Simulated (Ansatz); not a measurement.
The cluster Ti₂H₂, relaxed as a singlet with RKS r2SCAN-D4/def2-TZVP in Ansatz, starting from the GFN1-xTB geometry. Force threshold 0.02 eV/Å.

The restricted singlet is unstable: a solution with broken spin symmetry lies lower. The structure comes from a short search, and lower isomers may exist.

Start:

Cartesian coordinates in Å:
```
Ti -0.3444 1.0117 0.6037
Ti 0.3477 -1.0099 -0.6043
H 0.7998 -2.4143 -1.4288
H -0.8031 2.4125 1.4294
```

Question: Estimate the energy that the relaxation releases and the steps that it takes.

Answer: 173.3 kJ/mol, in 6 steps; 20 s on 4 threads of Arm Neoverse V1 on a shared host. No frequencies were taken in this run, so the end may be a saddle point.

Question: Does the start keep its bonding and symmetry?

Answer: By distances, no bond broke or formed. The bond that changes most is Ti1–Ti2, from 2.45 to 1.89 Å (atoms count from 1). Point group D∞h at the start, D∞h at the end, both within 0.05 Å.

Question: Predict the relaxed structure.

Answer: 
Cartesian coordinates in Å:
```
Ti -0.2615 0.7817 0.4639
Ti 0.2617 -0.7816 -0.4639
H 0.7412 -2.2230 -1.3179
H -0.7415 2.2229 1.3180
```
Bond lengths (bridged metal pairs left out): 1 × Ti–Ti 1.89 Å; 2 × H–Ti 1.74 Å.
